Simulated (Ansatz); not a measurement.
Geometry optimisation, RKS PBE0-D4/def2-SVP (Ansatz).

Input file:

```yaml
crystal:
  periodic: [false, false, false]
  atoms:
    - { symbol: W, position_ang: [0.0, 0.0, 0.0] }
    - { symbol: Cl, position_ang: [0.0, 0.0, 2.74] }
    - { symbol: H, position_ang: [1.72, 0.0, 0.0] }
    - { symbol: H, position_ang: [0.0, 1.72, 0.0] }
    - { symbol: H, position_ang: [-1.72, 0.0, 0.0] }
    - { symbol: H, position_ang: [0.0, -1.72, 0.0] }
    - { symbol: H, position_ang: [0.0, 0.0, -1.72] }
    - { symbol: Br, position_ang: [1.8861, 1.9648, 0.905] }
    - { symbol: H, position_ang: [1.0602, 1.1044, 2.2512] }
basis:
  gaussian: { orbitals: def2-SVP }
hamiltonian:
  xc: pbe0
  dispersion: d4
relax:
  f_tol: 0.15
  max_steps: 25
  restrain:
    - { distance: [0, 7], at: 3.77, k: 30.0 }
    - { distance: [8, 1], at: 2.57, k: 30.0 }
    - { distance: [0, 1], at: 2.39, k: 30.0 }
    - { distance: [8, 7], at: 1.55, k: 30.0 }
```

Run as:

```bash
$ ansatz run input.yaml --threads 2 --pin off --max-ram 3072MiB --backend cpu --events-out ev --progress --plain --runs-dir out
```

Where does it end, and by what steps?

The forces met the threshold. The restraints hold the end off the free minimum; the threshold counts their pulls, which the force column leaves out. Restrained pairs: W1–Br8 (2.87 → 3.77 Å), Cl2–H9 (1.61 → 2.57 Å), W1–Cl2 (2.74 → 2.35 Å), Br8–H9 (1.80 → 1.50 Å). After 22 steps the energy has fallen by 6.476 eV (the restraints' own energy left out); H7 moved furthest, 2.05 Å.

```json
{"step": "0", "energy less start (eV)": "0.0000", "largest force component (eV/Å)": "5.439", "accepted": "yes"}
{"step": "1", "energy less start (eV)": "0.0091", "largest force component (eV/Å)": "8.314", "accepted": "yes"}
{"step": "2", "energy less start (eV)": "-1.4652", "largest force component (eV/Å)": "5.910", "accepted": "yes"}
{"step": "3", "energy less start (eV)": "-3.1224", "largest force component (eV/Å)": "2.456", "accepted": "yes"}
{"step": "4", "energy less start (eV)": "-4.6454", "largest force component (eV/Å)": "1.574", "accepted": "yes"}
{"step": "5", "energy less start (eV)": "-5.3991", "largest force component (eV/Å)": "0.996", "accepted": "yes"}
{"step": "6", "energy less start (eV)": "-5.5142", "largest force component (eV/Å)": "1.287", "accepted": "yes"}
{"step": "7", "energy less start (eV)": "-5.5431", "largest force component (eV/Å)": "1.442", "accepted": "yes"}
{"step": "8", "energy less start (eV)": "-5.5646", "largest force component (eV/Å)": "1.311", "accepted": "yes"}
{"step": "9", "energy less start (eV)": "-5.5826", "largest force component (eV/Å)": "1.193", "accepted": "yes"}
{"step": "10", "energy less start (eV)": "-5.6072", "largest force component (eV/Å)": "1.129", "accepted": "yes"}
{"step": "11", "energy less start (eV)": "-5.6054", "largest force component (eV/Å)": "1.166", "accepted": "yes"}
{"step": "12", "energy less start (eV)": "-5.6123", "largest force component (eV/Å)": "0.994", "accepted": "no"}
{"step": "13", "energy less start (eV)": "-5.6462", "largest force component (eV/Å)": "1.003", "accepted": "yes"}
{"step": "14", "energy less start (eV)": "-5.6561", "largest force component (eV/Å)": "0.994", "accepted": "yes"}
{"step": "15", "energy less start (eV)": "-5.6680", "largest force component (eV/Å)": "1.045", "accepted": "yes"}
{"step": "16", "energy less start (eV)": "-5.7250", "largest force component (eV/Å)": "1.033", "accepted": "yes"}
{"step": "17", "energy less start (eV)": "-5.8644", "largest force component (eV/Å)": "1.067", "accepted": "yes"}
{"step": "18", "energy less start (eV)": "-6.0225", "largest force component (eV/Å)": "1.114", "accepted": "yes"}
{"step": "19", "energy less start (eV)": "-6.1439", "largest force component (eV/Å)": "1.171", "accepted": "yes"}
{"step": "20", "energy less start (eV)": "-6.2800", "largest force component (eV/Å)": "1.127", "accepted": "yes"}
{"step": "21", "energy less start (eV)": "-6.4206", "largest force component (eV/Å)": "1.244", "accepted": "yes"}
{"step": "22", "energy less start (eV)": "-6.4762", "largest force component (eV/Å)": "1.209", "accepted": "yes"}
```

```xyz
9
Properties=species:S:1:pos:R:3
W -0.101 -0.120 0.153
Cl -0.186 -0.208 2.500
H 1.367 0.067 -0.621
H 0.160 1.331 -0.627
H -1.432 0.586 -0.564
H 0.540 -1.493 -0.549
H -1.208 -1.166 -0.536
Br 2.269 2.391 1.660
H 1.537 1.683 2.759
```

The run took 110 s on 2 threads of AMD EPYC 7R43 64-Core Processor (Zen 3), on a shared host, peak memory 0.29 GiB.
